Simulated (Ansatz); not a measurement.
`[OH][SbH][Br]`, one more setting.

```yaml
crystal:
  periodic: [false, false, false]
  atoms:
    - {symbol: O, position_ang: [-1.171906, 0.459010, -0.218086]}
    - {symbol: Sb, position_ang: [0.749712, 0.230626, -0.501709]}
    - {symbol: Br, position_ang: [1.086023, -1.961919, 0.692933]}
    - {symbol: H, position_ang: [-1.685445, 0.039679, -0.914372]}
    - {symbol: H, position_ang: [1.071516, 1.158904, 0.899834]}
basis:
  gaussian: {orbitals: def2-SVP}
hamiltonian: {xc: {name: B97}}
scf: {lower_state_search: light}
output: {forces: true}
```

```sh
$ ansatz run in.yaml --threads 2 --pin off --events-out ev --progress --plain --max-ram 4352MiB
```

It prints (some lines left out):

```
Functional definition: B97
869 factors; integrals over basis functions are off by at most 4.9e-4 eV
mean field evaluation 1: about -78645.8743 eV, gradient 5.1e1 eV
mean field evaluation 2: about -78595.8643 eV, gradient 1.5e2 eV
mean field evaluation 4: about -78650.6380 eV, gradient 1.0e1 eV
mean field evaluation 8: about -78650.9552 eV, gradient 4.4e-1 eV
mean field evaluation 16: about -78650.9558 eV, gradient 8.6e-5 eV
mean field -78650.95584827 eV, -2890.3693158915 hartree, gradient 8.6e-5 eV, S^2 0.000000; 0 other end points of the search recorded, 0 dependent functions left out
reference -78650.95586636 eV, -2890.3693165560 hartree; 34, 34 occupied and 48, 48 virtual orbitals, 869 factors
Total energy: -78650.95586636 eV, -2890.3693165560 hartree
Atom 0 at    -1.171906     0.459010    -0.218086 Å, force    -0.795220     0.297091     0.338975 eV/Å
Atom 1 at     0.749712     0.230626    -0.501709 Å, force     0.793809     0.170430    -0.457337 eV/Å
Atom 2 at     1.086023    -1.961919     0.692933 Å, force     0.110074    -0.437313     0.218318 eV/Å
Atom 3 at    -1.685445     0.039679    -0.914372 Å, force    -0.158418    -0.138256    -0.236198 eV/Å
Atom 4 at     1.071516     1.158904     0.899834 Å, force     0.049755     0.108049     0.136243 eV/Å
Dipole moment:     0.034305     0.289341    -0.518312 e Å
```

Run time 4.2 s (2 threads of an Arm Neoverse V2 on a shared host); peak host memory 0.34 GiB.
